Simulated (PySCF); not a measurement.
Si(F)2(Cl)(Me) (CH3ClF2Si), SMILES F[Si](Cl)(F)C.

Geometry optimised at PBE0-D3(BJ)/def2-SVP.

Two levels are set side by side: TDA-PBE/def2-SVPD (PySCF) and TDA-M06-2X/def2-SVPD (PySCF). Vertical, same geometry. The lowest singlet is HOMO→LUMO 97 % with PBE and HOMO→LUMO 74 % with the other functional; states are paired by order. Differences are taken from unrounded values.

```csv
quantity,TDA-M06-2X,TDA-PBE,TDA-PBE minus TDA-M06-2X
lowest singlet excitation (eV),8.84,7.79,-1.05
lowest triplet excitation (TDA) (eV),8.43,7.52,-0.92
first bright state (f over 0.05) (eV),8.84,7.79,-1.05
its oscillator strength,0.14,0.07,-0.07
```

A lower first singlet is the usual sign of a functional without exact exchange. Differences between two approximate levels are no errors against the true value.

Rough cost on one machine, each run with all the roots and properties that it gave: TDA-M06-2X against TDA-PBE about 9 times.
